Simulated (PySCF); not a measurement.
Computed IR spectrum (relative IR intensity) of a molecule C2H8AlNO. Coordinates come from a PBE-D3(BJ)/def2-SVP optimisation. Other conformers were not sampled. Calculation: PBE-D3(BJ)/def2-SVP in PySCF. Frequencies are harmonic and unscaled.

```csv
ν (cm⁻¹),relative intensity
210,6.9
246,4.7
359,46
590,9.1
644,11
658,3.1
759,45
834,43
1140,13
1167,5.2
1212,100
1436,7.5
1476,16
2886,39
2954,23
2970,16
3075,2.2
3504,5.0
3593,4.7
```

Identify the compound among the candidates.
A) C[N](C)[AlH][OH]
B) C[O][Al]([CH3])[NH2]
C) C[NH][Al]([CH3])[OH]
D) C[NH][AlH][O]C

B, C[O][Al]([CH3])[NH2]
